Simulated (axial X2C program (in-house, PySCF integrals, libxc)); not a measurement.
# Photoelectron levels of LiBr by EOM-IP-CCSD

Calculated with an in-house all-electron X2C program for linear molecules (integrals from PySCF): two-component X2C with atomic mean-field Coulomb and Gaunt terms, Gaussian nuclei, basis Br dyall-cv3z, Li dyall-cv3z with contracted cores.

R = 2.172 Å (near the PBE0 minimum at charge 0 of the determinant lowest at the starting distance; the state shown can have its own minimum elsewhere).

Hartree–Fock spinors of LiBr (one of each Kramers pair; a window near the gap, which can cut inner shells):

```tsv
ω	occupied	ε (eV)	character
1/2	yes	-25.47	80% Br s, 10% Li p, 5% Li d
1/2	yes	-10.45	87% Br p, 7% Li p, 4% Li s
1/2	yes	-9.65	89% Br p, 6% Li p, 4% Li d
3/2	yes	-9.38	89% Br p, 6% Li p, 5% Li d
1/2	no	-0.39	67% Li s, 32% Li p
1/2	no	0.70	98% Li p
3/2	no	0.71	98% Li p
1/2	no	1.06	87% Li p, 12% Li s
1/2	no	1.84	73% Li s, 23% Li p
1/2	no	2.14	93% Li p, 4% Li d
```

Vertical ionisation energies of LiBr to the states of LiBr⁺:

| Ω of LiBr⁺ | vertical IE (eV) | above lowest (cm⁻¹) | ionised spinor | one-hole weight |
| --- | --- | --- | --- | --- |
| 3/2 | 9.142 | 0 | 89% Br pπ | 0.95 |
| 1/2 | 9.378 | 1907 | 82% Br pπ, 8% Br pσ | 0.95 |
| 1/2 | 10.114 | 7842 | 79% Br pσ, 8% Br pπ, 6% Li pσ | 0.95 |
| 1/2 | 21.243 | 97603 | 80% Br sσ, 10% Li pσ | 0.70 |

Task: How far does the lowest EOM-IP-CCSD energy lie from the Koopmans value −ε of the highest filled spinor?

Result: 9.142 eV against 9.38 eV, a shift of -0.24 eV: relaxation of the final state lowers the energy and the loss of correlation raises it.

Task: What is the splitting of the first π pair in the table, and is it regular or inverted?

Result: E(3/2) − E(1/2) = 0 − 1907 = -1907 cm⁻¹ at EOM-IP-CCSD: inverted, Ω = 3/2 lower. Splittings at this level can be off by ten to twenty per cent.

This point took 2.3 s on 1 thread of Arm Neoverse N1, with other jobs on the host.

Reference electrons by ω block (each with its −ω partner): 1/2: 13, 3/2: 5, 5/2: 1. 8 electrons of LiBr correlated (inner shells frozen), 72 natural virtual spinors (a truncated set); levels can be off by some tenths of an eV. Roots sought by Ω: (1/2: 4, 3/2: 3, 5/2: 1); rows need 60 % one-particle weight and stop where some Ω has no more roots. Missing are any skipped roots, higher Ω and states of a further excitation; these come out far too high here and may in truth be low or lowest. T1 of the reference 0.005 (Lee–Taylor). Number of frozen shells: Br 3 s, 2 p, 1 d; Li 1 s.
